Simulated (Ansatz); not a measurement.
Calculation: frozen-core CCSD(T)/cc-pVTZ // r2SCAN-D4/def2-TZVP in Ansatz (a first-principles code).

Ansatz 0.2 input:
```yaml
crystal:
  periodic: [false, false, false]
  atoms:
    - { symbol: C, position_ang: [1.223879, -0.347795, 0.651945] }
    - { symbol: C, position_ang: [0.519552, 0.739587, -0.09967] }
    - { symbol: C, position_ang: [-0.747289, 0.650552, -0.522875] }
    - { symbol: N, position_ang: [-1.608688, -0.411553, -0.275671] }
    - { symbol: H, position_ang: [1.036417, -1.337013, 0.214678] }
    - { symbol: H, position_ang: [0.910462, -0.401292, 1.702554] }
    - { symbol: H, position_ang: [2.30466, -0.198171, 0.646218] }
    - { symbol: H, position_ang: [1.049413, 1.664553, -0.291504] }
    - { symbol: H, position_ang: [-1.208672, 1.47729, -1.053773] }
    - { symbol: H, position_ang: [-1.161742, -1.272907, 0.003978] }
    - { symbol: H, position_ang: [-2.317993, -0.563252, -0.975881] }
basis:
  gaussian: { orbitals: cc-pVTZ }
correlation:
  method: ccsd_t
```

Output:

```
Functional definition: HF
1231 factors; integrals over basis functions are off by at most 1.4e-3 eV
mean field evaluation 1: about -4681.5778 eV, gradient 3.6e1 eV
mean field evaluation 2: about -4681.5810 eV, gradient 3.6e1 eV
mean field evaluation 4: about -4684.8650 eV, gradient 3.6e0 eV
mean field evaluation 8: about -4684.9094 eV, gradient 2.6e-4 eV
mean field evaluation 16: about -4684.9078 eV, gradient 5.7e-1 eV
mean field -4684.90941439 eV, -172.1672454333 hartree, gradient 2.9e-6 eV, S^2 0.000000; 0 other end points of the search recorded, 0 dependent functions left out
4 core orbitals not correlated
reference -4684.90941439 eV, -172.1672454333 hartree; 12, 12 occupied and 202, 202 virtual orbitals, 1231 factors
second order -19.64373180 eV of doubles, -0.00000000 eV of singles
cycle   1  -20.03250232 eV  change   -3.9e-1 eV  update   8.9e-2
cycle   2  -20.50181392 eV  change   -4.7e-1 eV  update   2.7e-2
cycle   3  -20.59955088 eV  change   -9.8e-2 eV  update   1.3e-2
cycle   4  -20.59359346 eV  change    6.0e-3 eV  update   3.4e-3
cycle   5  -20.59374202 eV  change   -1.5e-4 eV  update   1.5e-3
cycle   6  -20.59396640 eV  change   -2.2e-4 eV  update   3.8e-4
cycle   7  -20.59375407 eV  change    2.1e-4 eV  update   1.4e-4
cycle   8  -20.59372288 eV  change    3.1e-5 eV  update   5.2e-5
cycle   9  -20.59372532 eV  change   -2.4e-6 eV  update   1.9e-5
perturbative correction -0.87081170 eV, -0.0320017397 hartree
Total energy: -4706.37395141 eV, -172.9560526196 hartree
```

Cost: around 120 core-seconds (rough).
